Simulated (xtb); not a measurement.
xtb input (GFN2-xTB):

```bash
xtb mol.xyz --gfn 2 --sp --chrg -1 --uhf 0
```
mol.xyz:
```
8

Si     0.10505760    -0.40264812    -0.14705777
N      1.42001169     0.56346560    -0.41014175
N     -1.35545012     0.20156203     0.72604034
H      0.52908290    -1.57046259     0.69994073
H     -0.64765239    -1.03002294    -1.32388573
H      1.28131925     1.32655267    -1.06929619
H     -1.09424975     0.87288982     1.44295004
H     -1.99123737     0.68292340     0.09780969
```

End of the output:

```
         :::::::::::::::::::::::::::::::::::::::::::::::::::::
         ::                     SUMMARY                     ::
         :::::::::::::::::::::::::::::::::::::::::::::::::::::
         :: total energy             -10.303242487863 Eh    ::
         :: gradient norm              0.009161817370 Eh/a0 ::
         :: HOMO-LUMO gap              5.618585098275 eV    ::
         ::.................................................::
         :: SCC energy               -10.404420453906 Eh    ::
         :: -> isotropic ES            0.176515602288 Eh    ::
         :: -> anisotropic ES          0.012565593419 Eh    ::
         :: -> anisotropic XC         -0.000128781597 Eh    ::
         :: -> dispersion             -0.005206573842 Eh    ::
         :: repulsion energy           0.101177966042 Eh    ::
         :: add. restraining           0.000000000000 Eh    ::
         :: total charge              -1.000000000000 e     ::
         :::::::::::::::::::::::::::::::::::::::::::::::::::::

           -------------------------------------------------
          |                Property Printout                |
           -------------------------------------------------

    * Orbital Energies and Occupations

         #    Occupation            Energy/Eh            Energy/eV
      -------------------------------------------------------------
         1        2.0000           -0.4567963             -12.4301
         2        2.0000           -0.3760150             -10.2319
         3        2.0000           -0.3065806              -8.3425
         4        2.0000           -0.3017897              -8.2121
         5        2.0000           -0.2286433              -6.2217
         6        2.0000           -0.2061962              -5.6109
         7        2.0000           -0.1898515              -5.1661
         8        2.0000           -0.1746443              -4.7523
         9        2.0000           -0.1266907              -3.4474
        10        2.0000           -0.1019806              -2.7750 (HOMO)
        11                          0.1044986               2.8436 (LUMO)
        12                          0.1143479               3.1116
Note: The following floating-point exceptions are signalling: IEEE_DENORMAL
normal termination of xtb
        13                          0.1367321               3.7207
        14                          0.2578953               7.0177
        15                          0.2626160               7.1461
        16                          0.2836601               7.7188
        17                          0.3920851              10.6692
        18                          0.3954903              10.7618
        19                          0.5566155              15.1463
        20                          0.8210189              22.3411
        21                          0.8742410              23.7893
        22                          0.9662820              26.2939
      -------------------------------------------------------------
                  HL-Gap            0.2064792 Eh            5.6186 eV
             Fermi-level            0.0012590 Eh            0.0343 eV

     #   Z          covCN         q      C6AA      α(0)
     1  14 Si       3.437     0.418   106.065    20.117
     2   7 N        1.681    -0.588    37.111     9.000
     3   7 N        2.536    -0.490    33.052     8.538
     4   1 H        0.905    -0.242    14.639     5.986
     5   1 H        0.891    -0.258    16.426     6.343
     6   1 H        0.862     0.044     2.412     2.433
     7   1 H        0.860     0.057     2.246     2.348
     8   1 H        0.860     0.059     2.224     2.336

 Mol. C6AA /au·bohr⁶  :       1175.644486
 Mol. C8AA /au·bohr⁸  :      33915.570526
 Mol. α(0) /au        :         57.099835

Wiberg/Mayer (AO) data.
largest (>0.10) Wiberg bond orders for each atom

 ---------------------------------------------------------------------------
     #   Z sym  total        # sym  WBO       # sym  WBO       # sym  WBO
 ---------------------------------------------------------------------------
     1  14 Si   4.250 --     2 N    1.763     4 H    0.840     5 H    0.823
                             3 N    0.816
     2   7 N    2.871 --     1 Si   1.763     6 H    0.970
     3   7 N    2.952 --     7 H    1.005     8 H    1.003     1 Si   0.816
     4   1 H    0.941 --     1 Si   0.840
     5   1 H    0.934 --     1 Si   0.823
     6   1 H    0.998 --     2 N    0.970
     7   1 H    0.997 --     3 N    1.005
     8   1 H    0.997 --     3 N    1.003
 ---------------------------------------------------------------------------

Topologies differ in total number of bonds
Writing topology from bond orders to xtbtopo.mol

molecular dipole:
                 x           y           z       tot (Debye)
 q only:       -0.401       0.370       0.070
   full:       -1.162       0.612       0.113       3.350
molecular quadrupole (traceless):
                xx          xy          yy          xz          yz          zz
 q only:       -3.851      -2.066       1.625       1.854       0.094       2.227
  q+dip:       -6.018      -2.445       3.313       2.956      -0.245       2.705
   full:       -6.824      -4.429       3.357       2.687       0.091       3.466

           -------------------------------------------------
          | TOTAL ENERGY              -10.303242487863 Eh   |
          | GRADIENT NORM               0.009161817370 Eh/α |
          | HOMO-LUMO GAP               5.618585098275 eV   |
           -------------------------------------------------

------------------------------------------------------------------------
------------------------------------------------------------------------
 total:
 SCF:
```

It need not be the lowest isomer of its formula. Whether it binds its extra electron was not tested at this geometry.
